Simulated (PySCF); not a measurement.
PySCF input:

```python
from pyscf import gto, scf, dft

mol = gto.M(
    atom='''
    C    -0.97869676   -0.02312708   -0.11952143
    F    -1.53614924   -0.66730619    0.88977126
    F    -1.44889541    1.20920506   -0.18780349
    Br    0.93535950   -0.13538078   -0.16001661
    ''',
    basis='def2-tzvpd',
    charge=0,
    spin=1,
    verbose=4,
)

mf = scf.UHF(mol).density_fit(auxbasis='def2-universal-jkfit')
mf.conv_tol = 1e-9
mf.max_cycle = 100
mf.max_memory = 1500
mf.kernel()
if not mf.converged:
    mf = mf.newton()
    mf.kernel(mf.make_rdm1())
for _ in range(2):
    mo, _, stable, _ = mf.stability(return_status=True)
    if stable:
        break
    mf.kernel(mf.make_rdm1(mo, mf.mo_occ))
mf.analyze()
```

Problem. What final total energy does it print?

Solution. -2809.20435 Eh (HF/def2-TZVPD).

It need not be the lowest isomer of its formula.
